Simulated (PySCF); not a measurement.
FH6NSi2. Atoms are numbered in the order given.

```xyz
10

Si     0.9531    -0.7876    -0.1731
F      2.1082     0.0596     0.6007
N     -0.3498     0.2077    -0.6927
Si    -1.7909     0.6575     0.1890
H      0.4337    -1.7857     0.7954
H      1.6110    -1.3917    -1.3614
H     -0.2048     0.6886    -1.5777
H     -3.0113     0.4371    -0.6456
H     -1.7812     2.0928     0.6084
H     -1.8418    -0.2098     1.4010
```
Charge 0, spin multiplicity 1.

Geometry: PBE0-D3(BJ)/def2-SVP. Other conformers were not sampled.

Method: PBE/def2-TZVP run with PySCF.

The molecule is in vacuum.

```yaml
total_energy: -736.91009 hartree
highest_occupied_level: -6.74 eV
lowest_empty_level: -0.86 eV
orbital_gap: 5.87 eV
dipole_moment: 1.73 D
quadrupole, principal values (traceless, Buckingham form, about the centre of nuclear charge): -6.25, 0.92, 5.33 D·Å
mean_static_polarisability: 60.0 bohr³ (8.89 Å³)
polarisability_principal_values: 53.1, 55.1, 71.8 bohr³
```
